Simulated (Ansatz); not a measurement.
Stretching the Al1–H2 bond in AlClH2 (SMILES [AlH2][Cl]) (multiplicity 1 held, fragments rigid). Energies count from the point at 1.569 Å.
Geometry at that point (charge 0, multiplicity 1):
```
atom    x (Å)    y (Å)    z (Å)
----  -------  -------  -------
Al    -0.0049  -0.3511  -1.0144
H     -1.3925  -0.4549  -1.7398
H      1.3762  -0.7220  -1.6606
Cl     0.0047   0.3377   0.9757
```

R- and RO- levels are restricted; in cc, def2 and unpolarised 6-31G sets they are followed outwards from rest. Unrestricted levels (U-) break spin symmetry where that is lower. Active spaces are followed from a long bond inwards. Curves can end on different states.

Correlated levels freeze the cores.

Codes used: Ansatz (an electronic-structure program). 

| level | energy at R = 5.022 Å (kcal/mol) |
|---|---|
| U-PBE/cc-pV(T+d)Z | 81.45 |
| U-r2SCAN/cc-pV(T+d)Z | 83.09 |
| R-wB97X-V/cc-pV(T+d)Z | ? |
| U-wB97X-V/cc-pV(T+d)Z | 88.43 |
| U-MP2/cc-pV(T+d)Z | 83.88 |
| U-CCSD/cc-pV(T+d)Z | 87.03 |
| U-CCSD(T)/cc-pV(T+d)Z | 86.98 |
| SC-NEVPT2 on CASSCF(2,2)/cc-pV(T+d)Z | 82.92 |
| FIC-MRCISD+Q on CASSCF(2,2)/cc-pV(T+d)Z | 87.14 |

**Question.** Some entries are withheld; supply them.

**Answer.** 
- R-wB97X-V/cc-pV(T+d)Z, energy at R = 5.022 Å (kcal/mol): 147.17

Doubts at one or more of the structures used: a spin-contaminated determinant (U-PBE/cc-pV(T+d)Z, U-r2SCAN/cc-pV(T+d)Z, U-wB97X-V/cc-pV(T+d)Z, U-MP2/cc-pV(T+d)Z, U-CCSD/cc-pV(T+d)Z, U-CCSD(T)/cc-pV(T+d)Z); a restricted determinant that unrestricted orbitals would lower (R-wB97X-V/cc-pV(T+d)Z).
